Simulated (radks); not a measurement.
Values are calculated unless marked as measured or tabulated.
Task: All-electron atom: W III in [Xe] 4f14 5d(up 2.5, down 1.5) (fractional occupations, a model configuration). Level of theory: non-relativistic Kohn-Sham, PBE, spin-polarised, spherical densities, point nucleus; relativity is left out, which matters for an element this heavy (a radial shooting solver on a logarithmic mesh with Libxc functionals). Some entries of the table are withheld. Estimate them.

| orbital | occ. | eigenvalue (eV) | r(max) (bohr) | <1/r> (bohr^-1) |
|---|---|---|---|---|
| 1s down | 1 | -63766.18 | 0.01358 | 73.45 |
| 1s up | 1 | -63766.18 | 0.01358 | 73.45 |
| 2s up | 1 | -10493.88 | 0.07399 | 17.23 |
| 2s down | 1 | -10493.83 | 0.07399 | 17.23 |
| 2p up | 3 | -10059.26 | 0.05745 | 17.26 |
| 2p down | 3 | -10059.22 | 0.05745 | 17.26 |
| 3s up | 1 | -2407.726 | 0.2033 | 6.624 |
| 3s down | 1 | -2407.711 | 0.2033 | 6.624 |
| 3p up | 3 | -2206.317 | 0.1915 | 6.574 |
| 3p down | 3 | -2206.301 | 0.1915 | 6.574 |
| 3d up | 5 | -1830.884 | 0.1511 | 6.497 |
| 3d down | 5 | -1830.852 | 0.1511 | 6.497 |
| 4s up | 1 | -494.4593 | 0.4574 | 2.857 |
| 4s down | 1 | -494.4232 | 0.4574 | 2.856 |
| 4p up | 3 | -410.3006 | 0.4583 | 2.764 |
| 4p down | 3 | -410.2624 | 0.4583 | 2.764 |
| 4d up | 5 | -256.9838 | 0.4547 | 2.566 |
| 4d down | 5 | -256.9361 | 0.4548 | 2.566 |
| 5s up | 1 | -80.4902 | 1.054 | 1.123 |
| 5s down | 1 | -79.9664 | 1.052 | 1.125 |
| 4f up | 7 | -57.1486 | 0.4221 | 2.133 |
| 4f down | 7 | -57.0563 | 0.4221 | 2.134 |
| 5p up | 3 | -56.2532 | 1.135 | (1) |
| 5p down | 3 | -55.6493 | 1.133 | (2) |
| 5d up | 2.5 | -20.8466 | 1.454 | 0.7038 |
| 5d down | 1.5 | -20.1499 | 1.450 | 0.7025 |

Result: 
(1) 5p up <1/r> (bohr^-1): 1.006
(2) 5p down <1/r> (bohr^-1): 1.009
